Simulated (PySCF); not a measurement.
H4Ge (SMILES [GeH4]), singlet, at a GFN2-xTB geometry. Base run: BLYP/6-31G* run with PySCF.

The PySCF input:
```python
from pyscf import gto, scf, dft

mol = gto.M(
    atom='''
Ge    0.00000000   -0.00000000    0.00000000
H    -0.59006963   -0.86482524   -1.04966053
H     0.55512279   -0.84636567    1.08323401
H    -1.04872747    0.88859607    0.55539157
H     1.08367430    0.82259483   -0.58896505
''',
    basis='6-31g*',
    verbose=4,
)

mf = dft.RKS(mol)
mf.xc = 'blyp'
mf.kernel()
mf.analyze()
```

The base run was repeated with changes; each row names its change, and settings that it needs were set with it.

| change | ΔE vs base (mEh) | fitting functions |
|---|---|---|
| base | 0.000 | - |
| auxbasis = even-tempered beta=3.0 | -29.659 | 220 |
| auxbasis = def2-svp-ri | -9539.2 | 183 |
| auxbasis = even-tempered beta=2.0 | -0.214 | 334 |
| auxbasis = cc-pvtz-ri | -9245.8 | 286 |
| auxbasis = def2-universal-jkfit | -0.053 | 338 |
| auxbasis = cc-pvqz-jkfit | -0.062 | 422 |
| auxbasis = cc-pvtz-jkfit | -0.070 | 327 |
| auxbasis = default (with mf = mf.density_fit()) | -0.072 | 263 |
| auxbasis = autoaux | -0.144 | 361 |

A fitting set is made for a task (jfit for Coulomb, jkfit for Coulomb and exchange, ri for correlation) and for a family of orbital bases.
